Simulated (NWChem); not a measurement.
Species: Si2H3 cation, singlet

```xyz
5

Si     0.0000     0.0000     1.3326
Si     0.0000     0.0000    -1.0754
H      1.2090    -0.7927    -1.4497
H      0.0820     1.4434    -1.4497
H     -1.2910    -0.6507    -1.4497
```
Atoms are numbered in this order, from 1.

Level: PBE0/def2-SVP (NWChem), optimised geometry, unscaled harmonic frequencies. Low-valent species are run as closed-shell singlets; no triplet was tried in these runs.

Task: List the harmonic frequencies with IR intensities, and the thermochemistry.

Result: 
```json
[
 {"frequency (cm⁻¹)": "274", "IR intensity (km/mol)": "23.7"},
 {"frequency (cm⁻¹)": "274", "IR intensity (km/mol)": "23.7"},
 {"frequency (cm⁻¹)": "389", "IR intensity (km/mol)": "31.7"},
 {"frequency (cm⁻¹)": "775", "IR intensity (km/mol)": "105.7"},
 {"frequency (cm⁻¹)": "867", "IR intensity (km/mol)": "14.8"},
 {"frequency (cm⁻¹)": "867", "IR intensity (km/mol)": "14.8"},
 {"frequency (cm⁻¹)": "2214", "IR intensity (km/mol)": "2.9"},
 {"frequency (cm⁻¹)": "2244", "IR intensity (km/mol)": "2.5"},
 {"frequency (cm⁻¹)": "2244", "IR intensity (km/mol)": "2.5"}
]
```

```yaml
zero_point_energy: 14.5 kcal/mol
thermal correction to the enthalpy at 298.15 K (with zero-point energy): 17.8 kcal/mol
heat capacity Cv: 12.7 cal/(mol K)
entropy at 298.15 K and 1 atm (symmetry number 3): 63.0 cal/(mol K)
```

Rigid rotor and harmonic oscillator.
